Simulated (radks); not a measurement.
Q: Successive ionisation energies (eV) of one element, from differences of total energies of ions in their ground configurations, starting at charge 22: 670.50, 718.22, 767.05, 816.97, 867.94, 919.94, 986.18, 1041.2, 1097.2, 1154.2, 1212.1, 1271.0, 1330.9, 1637.4, 1694.8, 1752.5, 1810.7, 1869.2, 1943.6, 2004.2, 2065.2, 2126.6. Calculated with a radial shooting solver on a logarithmic mesh with Libxc functionals: scalar-relativistic Kohn-Sham, BLYP, spin-polarised, spherical densities, finite nucleus; open shells are filled with parallel spins first (spin-orbit coupling, left out, can overturn this in heavy ions); Fermi nuclear charge, rms radius 5.4759 fm. Which element is it?

A: Thallium (Z = 81). The first species listed is Tl22+ in [Kr] 4d10 4f13, the last Tl43+ in [Kr] 4d2.
